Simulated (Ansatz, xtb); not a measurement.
# Relaxing a trial structure of H7NSiSn

The starting geometry of this gas-phase singlet has its atoms placed at random.

```xyz
10

N    -0.2397   -0.3637   -1.1095
Si    0.3406    0.6459    0.8424
Sn   -1.8265   -0.8915    0.0101
H    -0.2396   -2.2926    0.2623
H     0.5609   -0.6802    0.9981
H     1.4425    0.6598    1.4332
H    -0.2480    0.3928    1.8914
H     0.7667    0.6338    2.3451
H     0.7546    1.2223   -0.3456
H     1.8757    0.8949   -0.4044
```

Problem. One run relaxed it with r2SCAN-D4/def2-SVP. What is a likely outcome?

Solution. It falls apart into H3NSiSn + H2 + H2. Distances that change by over a tenth: Si2–H5 (1.35 → 1.50 Å), Si2–H7 (1.23 → 1.50 Å), Sn3–H4 (2.13 → 4.36 Å). Contacts that open: Si2–Sn3 (2.78 → 3.60 Å), Si2–H6 (1.25 → 3.68 Å), Si2–H8 (1.56 → 4.29 Å), Si2–H9 (1.38 → 3.43 Å). Contacts that close: N1–Si2 (2.27 → 1.72 Å), Si2–H4 (3.05 → 1.50 Å), H6–H8 (1.14 → 0.76 Å), H9–H10 (1.17 → 0.76 Å).

The energy falls by 14.68 eV over 37 steps:

```csv
step,E − E(last) (eV)
1,14.676
5,4.793
9,1.715
13,0.722
17,0.307
21,0.022
25,0.005
29,0.003
33,0.001
37,0.000
```

Final geometry (Å):

```xyz
10

N    -1.0264   -0.6628   -0.3945
Si   -0.3388   -1.1736    1.0947
Sn   -1.8320   -0.1339   -2.0089
H    -0.6215   -2.6209    1.3670
H     1.1517   -1.0029    1.0957
H     1.6747    1.7174    2.1732
H    -0.8775   -0.3874    2.2520
H     1.6265    2.3160    2.6366
H     1.4277    0.8680   -1.0250
H     2.0027    1.3015   -1.2677
```

From the same start GFN2-xTB ends elsewhere, in pieces: H3NSiSn + H2 + H2.

From so rough a start the end depends on the optimiser's path, so another program may land elsewhere. No frequencies were run, so the end isn't proven a minimum. Atoms past krypton carry core potentials, without spin–orbit terms. Run with Ansatz 0.2.0, 96 s on 2 threads of Intel(R) Xeon(R) Platinum 8375C CPU @ 2.90GHz (Ice Lake) (shared host).
